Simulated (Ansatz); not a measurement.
Reaction (ligand exchange at the Si–O bond): `O[SiH](O)O[SiH](O)F` + `BO` → `BO[SiH](O)F` + `O[SiH](O)O`

Computed with Ansatz on PBE0-D4/def2-TZVP structures; ΔE is electronic, products minus reactants. CCSD(T)/CBS is the MP2 limit (def2-TZVPP, def2-QZVPP) plus CCSD(T) − MP2 in def2-TZVPP, frozen cores. This one scheme is used for every species. Functionals use def2-TZVPP. B3LYP here is the variant with VWN-RPA as its local correlation; programs differ in this. One conformer a species, not always the lowest.

`O[SiH](O)O[SiH](O)F`:

Z-matrix (Å, degrees):
```
Si
O 1 1.633
O 1 1.643 2 108.9
O 1 1.623 2 108.7 3 122.1
H 1 1.471 2 113.7 3 -119.8
H 2 0.960 1 117.7 3 29.6
Si 3 1.615 1 142.8 2 -6.7
H 4 0.958 1 118.2 2 -38.2
O 7 1.618 3 112.1 1 -136.5
F 7 1.603 3 105.9 1 -16.1
H 7 1.466 3 113.2 1 101.7
H 9 0.958 7 119.9 3 39.7
```

`BO`:

Z-matrix (Å, degrees):
```
B
O 1 1.348
H 1 1.196 2 116.8
H 1 1.202 2 120.7 3 -180.0
H 2 0.961 1 113.5 3 180.0
```

`BO[SiH](O)F`:

Cartesian coordinates in Å:
```
B -1.065 -0.615 1.433
O -0.657 -0.576 0.147
Si 0.629 0.099 -0.596
O 0.028 1.189 -1.631
F 1.391 -1.048 -1.385
H -2.079 -1.201 1.683
H -0.416 -0.071 2.287
H 1.577 0.668 0.377
H 0.592 1.554 -2.313
```

`O[SiH](O)O`:

```xyz
8

O    -0.094    1.511    0.634
Si   -0.298   -0.037    0.166
O     1.052   -0.963    0.276
O    -0.702   -0.065   -1.417
H     0.411    2.086    0.057
H    -1.358   -0.555    1.053
H     1.397   -1.150    1.150
H    -0.408   -0.826   -1.920
```

| level | ΔE (kJ/mol) | difference from CCSD(T)/CBS |
| --- | --- | --- |
| PBE-D4 | 34.3 | 2.3 |
| B3LYP-D4 | 35.0 | 3.0 |
| ωB97X-V | 33.4 | 1.4 |
| B2PLYP | 31.2 | -0.8 |
| PBE | 31.1 | -0.9 |
| r2SCAN | 32.0 | 0.0 |
| PBE0 | 30.8 | -1.2 |
| B3LYP | 30.1 | -1.9 |
| HF/def2-TZVPP | 27.7 | -4.3 |
| SCS-MP2/def2-TZVPP | 31.4 | -0.6 |
| CCSD/def2-TZVPP | 31.9 | -0.1 |
| CCSD(T)/def2-TZVPP | 32.9 | 0.9 |
| HF/def2-QZVPP | 27.5 | -4.5 |
| SCS-MP2/def2-QZVPP | 30.9 | -1.1 |
| HF/CBS(def2) | 27.5 | -4.5 |
| MP2/CBS(def2) | 31.2 | -0.8 |
| CCSD(T)/CBS | 32.0 | 0 |

Largest T1 diagnostic among the species: 0.014.

The D4 term adds +4.9 kJ/mol with B3LYP and +3.0 kJ/mol with PBE0; it sums over pairs of atoms, weighted by their polarisabilities, and B3LYP, whose exchange is more repulsive, gets the larger term. In def2-TZVPP, CCSD(T) changes the Hartree–Fock value by +5.2 kJ/mol (the triples alone add +0.9 kJ/mol) and MP2 by +4.3 kJ/mol.
